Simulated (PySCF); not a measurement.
**Spinor energies of Sb(49+) (antimony, charge +49)**

Start: 1s2. Calculated with PySCF 2.14 in an even-tempered Gaussian basis (16 s from 12 bohr⁻², ratio 2.6; 12 p from 16 bohr⁻², ratio 2.6; 6 d from 16 bohr⁻², ratio 2.8; 3 f from 690 bohr⁻², ratio 2.8): generalised Hartree-Fock with the X2C-1e Hamiltonian and a Gaussian nucleus; spin-orbit coupling (SO) screened by Boettger's factors.

```json
{"spinor shell": "1s1/2", "electrons": "2", "ε, screened SO (eV)": "-35769.8", "weight of nominal j (screened SO)": "1.000", "rms radius, screened SO (bohr)": "0.0323"}
```

```
   quantity  screened SO
E (hartree)  -2663.30669
        M_J            0
       ⟨J²⟩        0.000
       ⟨L²⟩        0.000
       ⟨S²⟩        0.000
```

Breit and QED terms are absent; they matter most for the inner s and p1/2 levels.

Densities and radii are taken from the X2C orbitals without a picture-change correction, which distorts them close to the nucleus.
